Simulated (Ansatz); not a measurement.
`S[SiH2][O][GeH3]`, charge 0, multiplicity 1.

Problem. Give a relaxed structure at PBE0-D4/def2-TZVP (Ansatz). (Best estimate.)

Solution. Ansatz gave: 
Cartesian coordinates in Å:
```
S 1.927 0.930 -0.936
Si 1.016 0.376 0.919
O -0.565 0.026 0.764
Ge -1.462 -0.855 -0.503
H 1.261 2.093 -1.040
H 1.127 1.477 1.902
H 1.806 -0.808 1.339
H -1.717 0.112 -1.667
H -2.768 -1.289 0.172
H -0.624 -2.063 -0.951
```
This is one stationary point; other conformers may exist.
